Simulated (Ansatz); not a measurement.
C₂H₅GaO. Charge 0, multiplicity 1. The bonds changed during the relaxation, so this is another structure than the one it started from. All single points use the PBE0-D4/def2-TZVP geometry.

```xyz
9

C     0.187    0.890    0.411
Ga    1.567   -2.460   -0.646
C    -0.606   -0.226   -0.236
O     0.177   -1.346   -0.505
H     0.617    0.556    1.359
H    -0.453    1.754    0.611
H     1.002    1.211   -0.242
H    -1.054    0.136   -1.172
H    -1.438   -0.516    0.420
```

**Question.** What is the dipole moment at ωB97M-V/def2-TZVPP? (Best estimate.)

**Answer.** Ansatz gave: 0.49 D, with components (0.27, 0.36, 0.19) D in this frame, pointing from negative to positive charge.

**Question.** And with PBE, r2SCAN, B3LYP? (An estimate is asked.)

**Answer.** The calculation gave: PBE 0.55 D, r2SCAN 0.60 D, B3LYP 0.50 D.

**Question.** Give the Mulliken charges with ωB97M-V, r2SCAN, B3LYP in def2-TZVPP. (An estimate is asked.)

**Answer.** The calculation gave: 
```
atom  ωB97M-V  r2SCAN  B3LYP
  C1    -0.30   -0.13  -0.24
 Ga2     0.22    0.21   0.20
  C3     0.01    0.16   0.07
  O4    -0.38   -0.39  -0.37
  H5     0.10    0.04   0.08
  H6     0.10    0.04   0.07
  H7     0.10    0.04   0.07
  H8     0.08    0.02   0.06
  H9     0.08    0.02   0.06
```

B3LYP here is the variant with VWN-RPA as its local correlation; programs differ in this.
